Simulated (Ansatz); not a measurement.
`N[SiH](F)[SeH]`. The species carries charge 0 and has multiplicity 1.

Z-matrix (Å, degrees):
```
Si
F 1 1.597
Se 1 2.261 2 113.9
N 1 1.695 2 105.7 3 119.9
H 1 1.481 2 105.0 3 -114.3
H 3 1.469 1 92.3 2 71.4
H 4 1.005 1 121.5 2 -160.7
H 4 1.007 1 121.9 2 42.1
```

Question: List the harmonic frequencies (cm⁻¹, unscaled) at PBE0-D4/def2-TZVP in Ansatz. (An estimate is asked.)

Answer: Ansatz gave: 167, 173, 214, 263, 288, 358, 400, 617, 776, 819, 848, 907, 938, 1569, 2241, 2443, 3617, 3721.

Question: Is this a minimum?

Answer: Yes, all 18 modes are real.

Question: Give the ideal-gas thermochemistry at 298.15 K and 1 bar (rigid rotor, harmonic oscillator; point group C1, symmetry number 1).

Answer: Zero-point energy 121.8 kJ/mol; H(298) − E = 141.7 kJ/mol; entropy 340.6 J/(mol·K), of which translation 170.8, rotation 113.8, vibration 56.0; G(298) − E = 40.1 kJ/mol.
